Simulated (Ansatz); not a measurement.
BrCl (bromine chloride): methods side by side

BrCl has 2 atoms, charge 0, and is taken as a singlet. SMILES: `ClBr`. Geometry: the measured bond length.

```xyz
2

Cl    0.0000    0.0000    0.0000
Br    0.0000    0.0000    2.1361
```

Quantity: the energy change with the Cl1–Br2 bond stretched from 2.136 to 5.340 Å, in eV. The values are calculated.

```json
{"level": "HF/STO-3G (restricted)", "kind": "Hartree–Fock", "program": "Ansatz", "value (eV)": "7.12"}
{"level": "HF/Sapporo-TZP (restricted)", "kind": "Hartree–Fock", "program": "Ansatz", "value (eV)": "6.21"}
{"level": "SVWN5/STO-3G (restricted)", "kind": "LDA", "program": "Ansatz", "value (eV)": "4.40"}
{"level": "BLYP/STO-3G (restricted)", "kind": "GGA", "program": "Ansatz", "value (eV)": "3.71"}
{"level": "PBE/STO-3G (restricted)", "kind": "GGA", "program": "Ansatz", "value (eV)": "3.98"}
{"level": "revPBE/STO-3G (restricted)", "kind": "GGA", "program": "Ansatz", "value (eV)": "3.80"}
{"level": "r2SCAN/STO-3G (restricted)", "kind": "meta-GGA", "program": "Ansatz", "value (eV)": "4.19"}
{"level": "B3LYP/STO-3G (restricted)", "kind": "global hybrid", "program": "Ansatz", "value (eV)": "4.50"}
{"level": "BHLYP/STO-3G (restricted)", "kind": "global hybrid", "program": "Ansatz", "value (eV)": "5.63"}
{"level": "PBE0/STO-3G (restricted)", "kind": "global hybrid", "program": "Ansatz", "value (eV)": "4.91"}
```

All-electron rows without a relativistic Hamiltonian named are non-relativistic. The first shape isn't each level's own minimum. The values span 3.71 to 7.12 eV.
